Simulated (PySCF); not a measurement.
## Effect of structural changes

Method used: PySCF 2.14.0, TDA CAM-B3LYP/def2-TZVP excited states, vertical, gas phase. Geometry: PBE0-D3(BJ)/def2-SVP.

Each molecule in one low-energy conformer.

Scalar relativity is left out, which matters for the atoms heavier than Zn.

(1) How does the vertical S1–T1 gap change along this series?
- Fc1ccc(Br)cc1 (H on C replaced by F)
- Brc1ccc(Br)cc1 (H on C replaced by Br)
- C#Cc1ccc(Br)cc1 (H on C replaced by ethynyl)
- N#Cc1ccc(Br)cc1 (H on C replaced by CN)

Results:

(1) 
| molecule | S1 (eV) | S1 from | f(S1) | T1 (eV) | T1 from | S1 − T1 (eV) | S0–T1 spin-orbit coupling (cm⁻¹) | S1–T1 spin-orbit coupling (cm⁻¹) |
| --- | --- | --- | --- | --- | --- | --- | --- | --- |
| Fc1ccc(Br)cc1 | 5.24 | HOMO→LUMO | 0.019 | 3.98 | HOMO→LUMO+1 | 1.26 | 0.03 | 0.36 |
| Brc1ccc(Br)cc1 | 5.14 | HOMO→LUMO+1 | 0.005 | 3.84 | HOMO→LUMO | 1.30 | 0.01 | 0.76 |
| C#Cc1ccc(Br)cc1 | 5.07 | HOMO→LUMO+1 / HOMO−1→LUMO | 0.001 | 3.44 | HOMO→LUMO | 1.63 | 0.03 | 0.33 |
| N#Cc1ccc(Br)cc1 | 5.15 | HOMO→LUMO+1 / HOMO−1→LUMO | 0.001 | 3.61 | HOMO→LUMO | 1.54 | 0.03 | 0.36 |

The vertical S1–T1 gap is lowest for Fc1ccc(Br)cc1 and highest for C#Cc1ccc(Br)cc1.
